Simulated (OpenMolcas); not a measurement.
# Re4+: moving or changing the point charges

Re4+ among 6 point charges of -1.5 e arranged as a tetragonal octahedron (D4h), 1.94 Å from the ion, with the axial distance 2.270 Å.
```
   1.9400    0.0000    0.0000  -1.50
   0.0000    1.9400    0.0000  -1.50
  -1.9400    0.0000    0.0000  -1.50
   0.0000   -1.9400    0.0000  -1.50
   0.0000    0.0000    2.2698  -1.50
   0.0000    0.0000   -2.2698  -1.50
```

```
Program             : OpenMolcas 26.06
Method              : SS-CASPT2, IPEA 0.25 Eh, imaginary shift 0.1 Eh (closed shells correlated: 5s 5p)
Basis               : ANO-RCC-VDZP [7s6p4d2f1g]
Scalar Hamiltonian  : DKH2, point nucleus
Active space        : 3 electrons in 5 orbitals (5d)
State averaging     : 2S+1 = 4 even, 10 roots; 2S+1 = 2 even, 40 roots
Spin-orbit coupling : state interaction with AMFI integrals over the reference wave functions
```

Runs around this geometry, states (labels of D4, the rotations of D4h). Energies in cm-1 above the lowest state or level, χT in cm3 K/mol.

```json
{"R (Å)": "1.94", "q (e)": "-1.5", "Axial / equatorial distance": "1.08", "Ground state": "4B1", "First state of that spin": "4E 9490", "First gap with spin-orbit (degeneracies)": "450 (2, 2)", "χT at 300 K": "0.335", "First state of another spin": "2A1 13780"}
{"R (Å)": "1.94", "q (e)": "-0.75", "Axial / equatorial distance": "1.17", "Ground state": "4B1", "First state of that spin": "4E 3630", "First gap with spin-orbit (degeneracies)": "880 (2, 2)", "χT at 300 K": "0.122", "First state of another spin": "2A1 13580"}
{"R (Å)": "1.78", "q (e)": "-1.5", "Axial / equatorial distance": "1.17", "Ground state": "4B1", "First state of that spin": "4E 10390", "First gap with spin-orbit (degeneracies)": "710 (2, 2)", "χT at 300 K": "0.394", "First state of another spin": "2E 12480"}
{"R (Å)": "1.94", "q (e)": "-1.5", "Axial / equatorial distance": "1.17", "Ground state": "4B1", "First state of that spin": "4E 6970", "First gap with spin-orbit (degeneracies)": "970 (2, 2)", "χT at 300 K": "0.216", "First state of another spin": "2E 13170"}
{"R (Å)": "2.11", "q (e)": "-1.5", "Axial / equatorial distance": "1.17", "Ground state": "4B1", "First state of that spin": "4E 4670", "First gap with spin-orbit (degeneracies)": "1110 (2, 2)", "χT at 300 K": "0.141", "First state of another spin": "2A1 13530"}
```

Taking the first state of the same spin as R^-n, n = -ln(4670 / 10390) / ln(2.11 / 1.78) = 4.7 between the shortest and longest distance.

Scaling the charges by -0.75 / -1.5 = 0.50 scales the first state of the same spin by 3630 / 6970 = 0.52; with fixed orbitals a first-order splitting would follow the charge.

Free-ion shares, where given, are those of the reference states; single-state CASPT2 does not remix them. Spin-orbit coupling mixes the spin-free states strongly: the lowest level takes only 65 % from its leading state, 4B1 (figures for R = 1.94, q = -1.5, ratio = 1.08; the like holds for R = 1.94, q = -0.75, ratio = 1.17, R = 1.78, q = -1.5, ratio = 1.17, R = 1.94, q = -1.5, ratio = 1.17, R = 2.11, q = -1.5, ratio = 1.17). This is an electrostatic model: the charges have no orbitals. No measured value stands beside these numbers.
